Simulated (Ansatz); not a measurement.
Correlation energies of `N=C(N)BCl` by basis set

```xyz
9

N     0.884   -1.316    0.237
C     0.063   -0.369   -0.027
N    -1.167   -0.658   -0.549
B     0.352    1.165    0.177
Cl    1.921    1.691    0.692
H     1.764   -0.930    0.568
H    -1.890    0.036   -0.528
H    -1.448   -1.625   -0.572
H    -0.479    2.005    0.003
```

The species carries charge 0 and has multiplicity 1. All single points use the PBE0-D4/def2-TZVP geometry. It is one conformer, not always the lowest. Frozen core, restricted reference, Ansatz. CBS rows extrapolate triple and quadruple zeta; past MP2 they add the triple-zeta difference.

```tsv
basis	HF (Eh)	MP2 corr.
def2-SVP	-633.02877	-0.67609
def2-TZVPP	-633.38743	-0.85675
def2-QZVPP	-633.40815	-0.92216
```

Question: Estimate the CCSD correlation energy and the (T) correction in each basis where they were run (hartree).

Answer: 
```
     basis  CCSD corr.       (T)
  def2-SVP    -0.71772  -0.02364
def2-TZVPP    -0.89241  -0.04092
 CBS(def2)    -1.00628     as TZ
```
